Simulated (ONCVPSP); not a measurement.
**Building the ONCV potential for Gd (Z = 64) (PBEsol, scalar-relativistic).**

ONCVPSP 4.0.1 was run on this input:

```
# ATOM AND REFERENCE CONFIGURATION
# atsym  z   nc   nv     iexc    psfile
  Gd 64.00   10    4  -116133      upf
#
#   n    l    f
    1    0    2.00
    2    0    2.00
    2    1    6.00
    3    0    2.00
    3    1    6.00
    3    2   10.00
    4    0    2.00
    4    1    6.00
    4    2   10.00
    4    3    7.00
    5    0    2.00
    5    1    6.00
    5    2    1.00
    6    0    2.00
#
# PSEUDOPOTENTIAL AND OPTIMIZATION
# lmax
    2
#
#   l,   rc,      ep,       ncon, nbas, qcut
    0    2.25    0.00    4    8    5.30
    1    2.35    0.00    5    9    5.80
    2    2.10    0.00    5    8    5.00
#
# LOCAL POTENTIAL
# lloc, lpopt,  rc(5),   dvloc0
    4    5    2.00    2.00
#
# VANDERBILT-KLEINMAN-BYLANDER PROJECTORs
# l, nproj, debl
    0    2    3.70
    1    2    1.70
    2    3    2.30
#
# MODEL CORE CHARGE
# icmod, fcfact, rcfact
    3    2.00    1.55
#
# LOG DERIVATIVE ANALYSIS
# epsh1, epsh2, depsh
   -3.00    5.00    0.02
#
# OUTPUT GRID
# rlmax, drl
    6.00    0.01
#
# TEST CONFIGURATIONS
# ncnf
    4
# nvcnf
#   n    l    f
    4
    5    0    2.00
    5    1    6.00
    5    2    1.00
    6    0    1.00
#
    4
    5    0    2.00
    5    1    6.00
    5    2    1.00
    6    0    0.00
#
    4
    5    0    2.00
    5    1    6.00
    5    2    0.00
    6    0    0.00
#
    5
    5    0    2.00
    5    1    6.00
    5    2    1.00
    6    0    1.00
    6    1    1.00
#
```

Command:

```bash
oncvpsp.x < Gd.dat > Gd.out
```

Output (shortened: citation, most of the input echo, consistency checks and plot data are left out):

```
ONCVPSP  (Optimized Norm-Conservinng Vanderbilt PSeudopotential)
scalar-relativistic version 4.0.1

#   n    l    f        energy (Ha)
    1    0    2.00    -1.8405542E+03
    2    0    2.00    -3.0391190E+02
    2    1    6.00    -2.7047237E+02
    3    0    2.00    -6.7366874E+01
    3    1    6.00    -5.7009539E+01
    3    2   10.00    -4.3333545E+01
    4    0    2.00    -1.3560303E+01
    4    1    6.00    -1.0145835E+01
    4    2   10.00    -5.4240227E+00
    4    3    7.00    -3.2090848E-01
    5    0    2.00    -1.8288604E+00
    5    1    6.00    -1.0023487E+00
    5    2    1.00    -9.3888334E-02
    6    0    2.00    -1.5246385E-01

Reference configufation results
  iterations    33
  all-electron total energy (Ha)   -1.12672757D+04

Begin loop to  construct optimized pseudo wave functions
and semi-local pseudopoentials for all angular momenta

Calculating optimized projector #   1

 for l=   0

    Fraction of norm inside rc  0.965414
    Optimizing pswf for qcut=   5.31 a_B^-1,  ecut=  14.07 Ha
    Residual kinetic energy error=  4.41D-06 Ha

    Energy error per electron        Cutoff
         Ha          eV             Ha
         0.01000     0.27211        6.44
         0.00100     0.02721        9.59
         0.00010     0.00272       11.61
         0.00001     0.00027       13.80

Calculating optimized projector #   2

 for l=   0

    Fraction of norm inside rc  0.073969
    Optimizing pswf for qcut=   5.31 a_B^-1,  ecut=  14.07 Ha
    Residual kinetic energy error=  6.53D-06 Ha

    Energy error per electron        Cutoff
         Ha          eV             Ha
         0.01000     0.27211        2.85
         0.00100     0.02721        8.91
         0.00010     0.00272       11.53
         0.00001     0.00027       13.97

   Wellstate for l =  1  n =  7
     eigenvalue =   0.6977
     asymptotic potential =   1.1977
     half-point radius =  5.8542

Calculating optimized projector #   1

 for l=   1

    Fraction of norm inside rc  0.913844
    Optimizing pswf for qcut=   5.80 a_B^-1,  ecut=  16.82 Ha
    Residual kinetic energy error=  6.88D-06 Ha

    Energy error per electron        Cutoff
         Ha          eV             Ha
         0.01000     0.27211        5.14
         0.00100     0.02721        8.11
         0.00010     0.00272       13.45
         0.00001     0.00027       16.83

Calculating optimized projector #   2

 for l=   1

    Fraction of norm inside rc  0.102635
    Optimizing pswf for qcut=   5.80 a_B^-1,  ecut=  16.82 Ha
    Residual kinetic energy error=  1.08D-05 Ha

    Energy error per electron        Cutoff
         Ha          eV             Ha
         0.01000     0.27211        4.83
         0.00100     0.02721        7.71
         0.00010     0.00272       13.83
         0.00001     0.00027       17.29

   Wellstate for l =  2  n =  7
     eigenvalue =   2.2061
     asymptotic potential =   2.7061
     half-point radius =  4.0236

   Wellstate for l =  2  n =  8
     eigenvalue =   4.5061
     asymptotic potential =   5.0061
     half-point radius =  3.7659

Calculating optimized projector #   1

 for l=   2

    Fraction of norm inside rc  0.341033
    Optimizing pswf for qcut=   5.00 a_B^-1,  ecut=  12.51 Ha
    Residual kinetic energy error=  2.10D-05 Ha

    Energy error per electron        Cutoff
         Ha          eV             Ha
         0.01000     0.27211        5.95
         0.00100     0.02721        8.22
         0.00010     0.00272       10.18
         0.00001     0.00027       27.43

Calculating optimized projector #   2

 for l=   2

    Fraction of norm inside rc  0.128798
    Optimizing pswf for qcut=   5.00 a_B^-1,  ecut=  12.51 Ha
    Residual kinetic energy error=  1.05D-04 Ha

    Energy error per electron        Cutoff
         Ha          eV             Ha
         0.01000     0.27211        7.86
         0.00100     0.02721       10.35
         0.00010     0.00272       12.71
         0.00001     0.00027       29.52

Calculating optimized projector #   3

 for l=   2

    Fraction of norm inside rc  0.138235
    Optimizing pswf for qcut=   5.00 a_B^-1,  ecut=  12.51 Ha
    Residual kinetic energy error=  5.14D-04 Ha

    Energy error per electron        Cutoff
         Ha          eV             Ha
         0.01000     0.27211        9.50
         0.00100     0.02721       11.72
         0.00010     0.00272       65.43
         0.00001     0.00027       81.16

Construct Vanderbilt / Kleinmman-Bylander projectors

B matrix Hermiticity error, ll=   0
   1   2    1.3968E-04

  Orthonormal projector coefficients  2.8821E+00 -5.5743E-01

B matrix Hermiticity error, ll=   1
   1   2   -1.4292E-04

  Orthonormal projector coefficients  1.4239E+00 -6.7470E-01

B matrix Hermiticity error, ll=   2
   1   2   -1.4901E-04
   1   3    2.1497E-04
   2   3    1.7069E-04

  Orthonormal projector coefficients  4.8087E+00 -6.1822E-01  3.3360E-01

Model core correction analysis
  based on d2Exc/dn_idn_j

d2excae - all-electron derivatives

   -2.555242D-02   -2.243053D-02   -8.292797D-03   -1.558228D-03
   -2.243053D-02   -2.268362D-02   -1.187833D-02   -2.778839D-03
   -8.292725D-03   -1.187813D-02   -1.782920D-02   -1.568698D-02
   -1.558121D-03   -2.778492D-03   -1.568159D-02   -2.517365D-02

d2excps - pseudofunction derivatives with no core correction

   -4.174759D-02   -3.086029D-02   -1.002024D-02   -2.884281D-03
   -3.086112D-02   -2.907063D-02   -1.373833D-02   -3.446616D-03
   -1.002033D-02   -1.373815D-02   -1.899057D-02   -1.614678D-02
   -2.884772D-03   -3.446290D-03   -1.614128D-02   -2.560606D-02

rms 2nd derivative error    5.387890E-03

rmatch, rhocmatch    1.1418    4.6222

Teter function model core charge with specified parameters

d2excps - pseudofunction derivatives with core correction

   -2.901737D-02   -2.363118D-02   -8.558482D-03   -2.037262D-03
   -2.363120D-02   -2.374484D-02   -1.243317D-02   -3.077782D-03
   -8.558325D-03   -1.243291D-02   -1.854322D-02   -1.608400D-02
   -2.037178D-03   -3.077463D-03   -1.607843D-02   -2.551614D-02

rms 2nd derivative error    1.070979E-03

Pseudoatom total energy  -37.465504

Diagnostic tests using Vanderbilt-Kleinman-Bylander pseudopotentials
  1 or more projectors used as specified by nproj input data

   l    rcore       rmatch      e in        delta e   norm test  slope test

   0   2.2581121   2.3266733  -1.8288604   0.0000009   1.0001604   1.0001513
   0   2.2581121   2.3266733  -0.1524639   0.0000011   1.0000194   1.0000159

   1   2.3546771   2.4261702  -1.0023487   0.0000000   1.0001003   1.0001024
   1   2.3546771   2.4261702   0.6976513   0.0000118   1.0001453   1.0001453

   2   2.1016952   2.1655072  -0.0938883   0.0000042   1.0000455   1.0001275
   2   2.1016952   2.1655072   2.2061117   0.0000343   1.0002640   1.0002640
   2   2.1016952   2.1655072   4.5061117   0.0001075   1.0003189   1.0003189

 Testing for bound ghosts
   n   l    E NL Schr. Eq   E Basis Diag.   E Cutoff

   1   0       -1.828860       -1.828859     51.95
   2   0       -0.152463       -0.130432     51.95

   2   1       -1.002349       -1.002347     71.55

   3   2       -0.093884       -0.083269    100.09

 Testing for highly-localized positive-energy ghosts
       l    <radius>/rc     E Basis Diag.   E Cutoff

Test configuration 0

   n   l     f        eae           eps        diff
   1   0  2.0000-1840.55421972
   2   0  2.0000 -303.91189634
   2   1  6.0000 -270.47236831
   3   0  2.0000  -67.36687445
   3   1  6.0000  -57.00953919
   3   2 10.0000  -43.33354473
   4   0  2.0000  -13.56030274
   4   1  6.0000  -10.14583502
   4   2 10.0000   -5.42402273
   4   3  7.0000   -0.32090848
   5   0  2.0000   -1.82886041   -1.82885952    8.93D-07
   5   1  6.0000   -1.00234872   -1.00234868    3.97D-08
   5   2  1.0000   -0.09388833   -0.09388418    4.16D-06
   6   0  2.0000   -0.15246385   -0.15246271    1.14D-06

    Total energies and differences
      AE_ref= -1.12672757D+04  AE_tst= -1.12672757D+04  dif=  0.00D+00
      PS_ref= -3.74655044D+01  PS_tst= -3.74655044D+01  dif= -1.07D-13
      PSP excitation error=  1.07D-13

Test configuration 1

   n   l     f        eae           eps        diff
   1   0  2.0000-1840.78921676
   2   0  2.0000 -304.14575020
   2   1  6.0000 -270.70629258
   3   0  2.0000  -67.60039839
   3   1  6.0000  -57.24307135
   3   2 10.0000  -43.56706461
   4   0  2.0000  -13.79391505
   4   1  6.0000  -10.37946478
   4   2 10.0000   -5.65763261
   4   3  7.0000   -0.55436246
   5   0  2.0000   -2.06258721   -2.06455276   -1.97D-03
   5   1  6.0000   -1.23573325   -1.23684075   -1.11D-03
   5   2  1.0000   -0.30995703   -0.31012930   -1.72D-04
   6   0  1.0000   -0.34166530   -0.34166460    6.99D-07

    Total energies and differences
      AE_ref= -1.12672757D+04  AE_tst= -1.12670305D+04  dif=  2.45D-01
      PS_ref= -3.74655044D+01  PS_tst= -3.72201509D+01  dif=  2.45D-01
      PSP excitation error= -7.84D-05

Test configuration 2

   n   l     f        eae           eps        diff
   1   0  2.0000-1841.06429095
   2   0  2.0000 -304.41909003
   2   1  6.0000 -270.97975132
   3   0  2.0000  -67.87287463
   3   1  6.0000  -57.51556492
   3   2 10.0000  -43.83959172
   4   0  2.0000  -14.06657003
   4   1  6.0000  -10.65217943
   4   2 10.0000   -5.93037262
   4   3  7.0000   -0.82668839
   5   0  2.0000   -2.33525183   -2.34084913   -5.60D-03
   5   1  6.0000   -1.50664037   -1.50986724   -3.23D-03
   5   2  1.0000   -0.55634277   -0.55676106   -4.18D-04

    Total energies and differences
      AE_ref= -1.12672757D+04  AE_tst= -1.12665878D+04  dif=  6.88D-01
      PS_ref= -3.74655044D+01  PS_tst= -3.67776071D+01  dif=  6.88D-01
      PSP excitation error=  6.98D-05

Test configuration 3

psatom: WARNING lschvkbb convergence error n,l,iter=   3   2   4
ea(ii),et,emin,emax -1.018804E-01 -1.120684E-01 -1.120684E-01 -1.120684E-01
run_config: WARNING for fully non-local PS atom, stg. 1
 WARNING no output for configuration 4

Test configuration 4

   n   l     f        eae           eps        diff
   1   0  2.0000-1840.60248343
   2   0  2.0000 -303.95969990
   2   1  6.0000 -270.52016880
   3   0  2.0000  -67.41457331
   3   1  6.0000  -57.05723742
   3   2 10.0000  -43.38124468
   4   0  2.0000  -13.60815550
   4   1  6.0000  -10.19370486
   4   2 10.0000   -5.47189978
   4   3  7.0000   -0.36874298
   5   0  2.0000   -1.87719095   -1.87865733   -1.47D-03
   5   1  6.0000   -1.05012839   -1.05090157   -7.73D-04
   5   2  1.0000   -0.13131748   -0.13135877   -4.13D-05
   6   0  1.0000   -0.17933988   -0.17933723    2.65D-06
   6   1  1.0000   -0.07042169   -0.07044218   -2.05D-05

    Total energies and differences
      AE_ref= -1.12672757D+04  AE_tst= -1.12671692D+04  dif=  1.07D-01
      PS_ref= -3.74655044D+01  PS_tst= -3.73589579D+01  dif=  1.07D-01
      PSP excitation error= -7.85D-06
```

The run took about 4.8 s on one core of a shared server CPU.
